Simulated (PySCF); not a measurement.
**Dipole response of Au⁷⁰⁺ (gold, charge +70)**

[He] 2s2 2p5, 2P determinant. Computed with PySCF 2.14 in an even-tempered Gaussian basis (18 s from 50 bohr⁻², ratio 2.2; 13 p from 65 bohr⁻², ratio 2.2; 5 d from 250 bohr⁻², ratio 2.4; 5 f from 380 bohr⁻², ratio 2.4; 4 g from 570 bohr⁻², ratio 2.4), with scalar relativity by spin-free X2C-1e. Coupled (time-dependent) response in atomic units; α is the mean over directions.

```
method  mean α (bohr³)                     α xx, yy, zz  C₆ (like pair)      S(−4)
   UHF       3.408e-05  5.804e-05, 2.210e-05, 2.210e-05       2.540e-07  2.748e-09
  PBE0       3.415e-05  5.817e-05, 2.214e-05, 2.214e-05       2.542e-07  2.831e-09
```

S(−4) is the Cauchy moment in α(ω) = α(0) + S(−4) ω² + …

Spin-orbit coupling is absent.

α(iu) at PBE0:

| u (hartree) | α(iu) (bohr³) |
| --- | --- |
| 0 | 3.415e-05 |
| 30.0 | 3.201e-05 |
| 60.0 | 2.835e-05 |
| 120 | 2.363e-05 |
| 180 | 2.106e-05 |
| 240 | 1.909e-05 |
| 300 | 1.731e-05 |
| 450 | 1.338e-05 |
| 600 | 1.027e-05 |
| 900 | 6.243e-06 |
| 1500 | 2.826e-06 |

For an ion, C₆ is the dispersion term alone; charge-induced terms of lower order in 1/R come first.

The components differ because the open shell of this determinant is not spherical; for a pure term their mean is the scalar polarisability.

Spin-orbit coupling, absent here, splits the open shell strongly.
